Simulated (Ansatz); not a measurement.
Coupled-cluster diagnostics for the cluster SnF₂⁻, Ansatz.

Geometry of the doublet (B3LYP-D4/def2-TZVPD):

```xyz
3

Sn   -0.773   -0.453    0.189
F    -0.255    0.806   -1.331
F     1.028   -0.353    1.143
```

In the def2 sets Sn takes a core potential; there is no spin–orbit coupling. Correlated methods freeze 6 core orbitals; core or outer-core shells of Sn are correlated, in sets that lack core-valence functions. The structure comes from a short search, and lower isomers may exist.

Geometry of the charge -1 quartet (B3LYP-D4/def2-TZVPD):

```xyz
3

Sn    0.781    0.619   -0.209
F    -1.112    0.257   -0.914
F     0.331   -0.876    1.123
```

Question: Estimate the CCSD(T) correlation energy, the shares of MP2 and (T), T1 and the reference's ⟨S²⟩ for: charge -1, doublet, own geometry in def2-TZVPPD; charge -1, quartet, own geometry in def2-TZVPPD; charge 0, singlet, vertical in def2-TZVPPD; and the rough time on 4 threads of Arm Neoverse V2 on a shared host.

Answer: 
```
                           state        basis  correlation (eV)  MP2 share (%)  (T) share (%)     T1  ⟨S²⟩ (pure)  wall time
charge -1, doublet, own geometry  def2-TZVPPD           -22.831           98.1            3.1  0.019  0.77 (0.75)       13 s
charge -1, quartet, own geometry  def2-TZVPPD           -22.041           97.6            3.2  0.023  3.76 (3.75)       13 s
     charge 0, singlet, vertical  def2-TZVPPD           -22.674           98.5            3.2  0.019  0.00 (0.00)      3.3 s
```
Customary marks for T1 are 0.02 (closed shells), 0.045 (open shells) and about 0.05 (3d metals). T1 exceeds 0.02 in 1 of 3 rows and 0.045 in 0; the higher it lies, the less the single-reference result can be trusted.
